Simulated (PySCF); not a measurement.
**Rb: electron affinity**

Rb⁻ [Kr] 5s2 (1S) → Rb [Kr] 5s1 (2S), as a difference of total energies. Computed with PySCF 2.14 in def2-TZVPPD with the def2 core potential (28 electrons), with a scalar-relativistic core potential. Correlated levels: valence: 4s2 4p6 frozen; valence and next inner shell: nothing frozen outside the core potential. The calculations carry no spin-orbit coupling.

```csv
method,electron affinity (eV)
UHF,-0.160
LDA,0.542
PBE,0.478
PBE0,0.446
r2SCAN,0.364
B2PLYP,0.347
TPSSh,0.485
revPBE,0.465
BHandHLYP,0.335
MP2 (valence),0.207
SCS-MP2 (valence),0.281
MP2 (valence and next inner shell),0.271
SCS-MP2 (valence and next inner shell),0.329
```

Errors of the correlated levels include the incompleteness of this basis and the frozen core.

A negative affinity means that the anion lies above the atom at that level of theory.

In the anion the highest occupied orbital energy is positive at LDA, PBE, PBE0, r2SCAN, B2PLYP, TPSSh, revPBE, BHandHLYP, a self-interaction effect; the basis confines that electron, and the energy difference can still be sensible.

For comparison: 0.486 eV (measured; photodetachment measurements, as compiled on the Wikipedia data page of electron affinities).
